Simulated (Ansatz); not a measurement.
`B[SiH](N)P` + PH₃ → `PP` + `B[SiH2]N`  (cleavage of the P–Si bond)

Isolated molecules relaxed with PBE0-D4/def2-TZVP in Ansatz; ΔE leaves out vibrations. CCSD(T)/CBS adds triple-zeta CCSD(T) − MP2 to the extrapolated MP2 energy (def2 sets, frozen cores). This one scheme is used for every species. DFT in def2-TZVPP. Each species was taken in one conformer, which may not be the lowest.

`B[SiH](N)P`:

Z-matrix (Å, degrees):
```
B
P 1 2.479
Si 1 1.936 2 61.9
H 1 1.194 2 105.9 3 117.4
H 1 1.199 2 105.4 3 -114.0
H 2 1.419 1 89.8 3 -95.8
H 2 1.459 1 45.0 3 169.4
N 3 1.706 1 121.8 2 -110.7
H 3 1.480 1 124.3 2 95.4
H 8 1.006 3 122.2 1 160.6
H 8 1.006 3 120.3 1 8.8
```

PH₃:

```xyz
4

P    -0.152    0.420   -0.370
H     1.193    0.175    0.012
H    -0.416   -0.954   -0.609
H    -0.625    0.359    0.967
```

`PP`:

Z-matrix (Å, degrees):
```
P
P 1 2.227
H 1 1.422 2 93.6
H 1 1.422 2 93.6 3 92.2
H 2 1.422 1 93.6 3 87.4
H 2 1.422 1 93.6 3 179.6
```

`B[SiH2]N`:

Z-matrix (Å, degrees):
```
Si
N 1 1.724
B 1 2.002 2 111.8
H 1 1.490 2 107.5 3 -124.1
H 1 1.506 2 115.5 3 118.8
H 2 1.007 1 120.4 3 176.1
H 2 1.007 1 119.2 3 -40.9
H 3 1.197 1 120.1 2 -164.6
H 3 1.197 1 122.8 2 18.7
```

Q: Is it downhill or uphill in electronic energy at CCSD(T)/CBS, and by how much? (Best estimate.)

A: The calculation gave: Uphill: ΔE = +34.7 kJ/mol.

Q: What do these levels give: PBE0-D4, PBE-QIDH, PBE, BLYP, BHLYP, CCSD/def2-SVP? (An estimate is asked.)

A: Ansatz gave: PBE0-D4 49.6, PBE-QIDH 42.3, PBE 54.6, BLYP 28.3, BHLYP 13.8, CCSD/def2-SVP 29.2 kJ/mol.

Largest T1 diagnostic among the species: 0.016.

From PBE to PBE0 (25 % exact exchange), in def2-TZVPP and without D4, ΔE moves by −8.9 kJ/mol. In def2-TZVPP, CCSD(T) changes the Hartree–Fock value by +57.0 kJ/mol (the triples alone add +10.0 kJ/mol) and MP2 by +62.2 kJ/mol.
